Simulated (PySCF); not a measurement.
**Spinor energies of Cl (chlorine, neutral)**

Start: [Ne] 3s2 3p5; 3p1/2 filled at m_j = -1/2, +1/2; 3p3/2 filled at m_j = -1/2, +1/2, +3/2. Calculated with PySCF 2.14 in x2c-SVPall-2c (4s4p1d, 21 functions): generalised Hartree-Fock with the X2C-1e Hamiltonian and a Gaussian nucleus; one run each with spin-orbit coupling (SO) switched off, then screened by Boettger's factors.

| spinor shell | electrons | ε, spin-free (eV) | ε, screened SO (eV) | weight of nominal j (screened SO) | rms radius, screened SO (bohr) |
| --- | --- | --- | --- | --- | --- |
| 1s1/2 | 2 | -2862.2 | -2862.1 | 1.000 | 0.105 |
| 2s1/2 | 2 | -289.81 | -289.79 | 1.000 | 0.479 |
| 2p1/2 | 2 | -219.22 | -220.56 | 0.993 | 0.449 |
| 3s1/2 | 2 | -28.991 | -28.985 | 1.000 | 1.68 |
| 3p1/2 | 2 | -13.507 | -13.533 | 0.642 | 1.97 |
| 3p3/2 | 3 | -13.507 | -13.496 | 0.761 | 1.97 |

(1) Where does 2p3/2 lie, and what is the 2p spin-orbit splitting (screened SO)?

| quantity | spin-free | screened SO |
| --- | --- | --- |
| E (hartree) | -460.71030 | -460.71238 |
| M_J | 3/2 | 3/2 |
| ⟨J²⟩ | 3.756 | 3.756 |
| ⟨L²⟩ | 2.004 | 2.004 |
| ⟨S²⟩ | 0.752 | 0.752 |

Each row is a mean over spinors that exchange with the open shell spreads, by up to 3.278 eV (3s1/2).

Rows whose weight is well below 1 are mixtures of j = l ± 1/2: exchange outweighs spin-orbit coupling there, and the label is only the starting occupation.

Without spin-orbit coupling the j labels of p, d and f shells carry no meaning; the spin-free column gives the mean over the occupied spinors of each nl shell.

Answers

(1) At -218.53 eV, 2.027 eV above 2p1/2.
